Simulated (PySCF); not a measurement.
The numbers are results of PySCF 2.14.0 with PBE-D3(BJ)/def2-TZVP // B3LYP-D3(BJ)/def2-SVP, not measurements. All species are isolated molecules in the gas phase. One relaxed conformer stands for a flexible species; it need not be the lowest. Excitations are Tamm–Dancoff values on a coarser integration grid. The basis has no diffuse functions, so Rydberg states are missing or too high.

Reference species (SMILES): `Bc1c(F)ccc2ncccc12` (neutral, multiplicity 1).

```
Property               Value
-------------------  -------
HOMO–LUMO gap        2.76 eV
T1 excitation (TDA)  2.63 eV
```

Changed species: `Bc1c(F)ccc2cccnc12`.

Give the shifts of the HOMO–LUMO gap and T1 excitation (TDA).

the HOMO–LUMO gap falls by 0.08 eV, to 2.68 eV; the T1 excitation (TDA) falls by 0.02 eV, to 2.61 eV.
